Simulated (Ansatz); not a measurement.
A single point on C6H16B2Br2, SMILES `CC[B@-]1(C)[Br+][B@-](C)(CC)[Br+]1`.

```yaml
crystal:
  periodic: [false, false, false]
  atoms:
    - {symbol: C, position_ang: [-1.003564, -0.353350, -2.667070]}
    - {symbol: C, position_ang: [-2.114805, -0.030010, -1.680874]}
    - {symbol: B, position_ang: [-1.756749, 0.281600, -0.180466]}
    - {symbol: C, position_ang: [-2.855504, 0.625816, 0.886746]}
    - {symbol: Br, position_ang: [-0.483408, -1.277420, 0.622285]}
    - {symbol: B, position_ang: [0.997844, 0.307967, 0.853416]}
    - {symbol: C, position_ang: [1.131783, 0.637905, 2.381430]}
    - {symbol: C, position_ang: [2.219301, -0.008883, -0.088000]}
    - {symbol: C, position_ang: [3.061895, -1.186549, 0.393794]}
    - {symbol: Br, position_ang: [-0.219463, 1.822823, -0.093587]}
    - {symbol: H, position_ang: [-0.441782, -1.236961, -2.355225]}
    - {symbol: H, position_ang: [-1.401236, -0.549769, -3.665337]}
    - {symbol: H, position_ang: [-0.294793, 0.473864, -2.750541]}
    - {symbol: H, position_ang: [-2.836803, -0.858468, -1.652646]}
    - {symbol: H, position_ang: [-2.690727, 0.833758, -2.041896]}
    - {symbol: H, position_ang: [-3.566366, -0.203546, 0.968974]}
    - {symbol: H, position_ang: [-3.420530, 1.509076, 0.570080]}
    - {symbol: H, position_ang: [-2.457740, 0.823482, 1.883337]}
    - {symbol: H, position_ang: [0.179933, 0.844594, 2.872913]}
    - {symbol: H, position_ang: [1.775917, 1.513922, 2.516077]}
    - {symbol: H, position_ang: [1.603925, -0.198065, 2.907861]}
    - {symbol: H, position_ang: [1.889988, -0.180594, -1.116560]}
    - {symbol: H, position_ang: [2.840176, 0.897270, -0.119526]}
    - {symbol: H, position_ang: [2.471163, -2.106235, 0.434023]}
    - {symbol: H, position_ang: [3.906898, -1.371386, -0.273464]}
    - {symbol: H, position_ang: [3.464636, -1.010853, 1.394240]}
basis:
  gaussian: {orbitals: def2-TZVPP}
hamiltonian: {xc: pbe}
correlation: {method: rpa}
```

```sh
$ ansatz run in.yaml --threads 11 --pin off --events-out ev --progress --plain --max-ram 174080MiB --backend cuda --devices 0, --max-vram 75GiB
```

It prints (some lines left out):

```
Functional definition: PBE
  name "PBE"
  cite "Perdew, Burke & Ernzerhof, Phys. Rev. Lett. 77, 3865 (1996) doi:10.1103/PhysRevLett.77.3865"
  parent pbe
  parameter kappa = 0.804
  parameter beta = 0.06672455060314922
  exchange = pbe_x(kappa = kappa, mu = beta*pi^2/3)
  correlation = pbe_c(beta = beta)
3389 factors; integrals over basis functions are off by at most 9.2e-4 eV
mean field evaluation 1: about -147856.8914 eV, gradient 1.4e2 eV
mean field evaluation 2: about -147856.8722 eV, gradient 1.4e2 eV
mean field evaluation 4: about -147899.7250 eV, gradient 2.5e1 eV
mean field evaluation 8: about -147901.3758 eV, gradient 4.7e-1 eV
mean field evaluation 16: about -147901.3763 eV, gradient 4.3e-4 eV
mean field -147901.37630965 eV, -5435.2753282260 hartree, gradient 3.2e-6 eV, S^2 0.000000; 0 other end points of the search recorded, 0 dependent functions left out
26 core orbitals not correlated: weight in the atoms' cores, before any rotation towards them, 1.000 or more for the frozen orbitals, at most 0.000 for the correlated occupied ones
reference -147779.41879477 eV, -5430.7934722201 hartree; 40, 40 occupied and 502, 502 virtual orbitals, 3389 factors
Total energy: -147861.72824485 eV, -5433.8182887192 hartree
```

Hardware: 11 threads of an AMD EPYC 7R13 on a shared host and a whole NVIDIA H100 80 GB. Wall time 6.5 s, peak host memory 3.5 GiB.
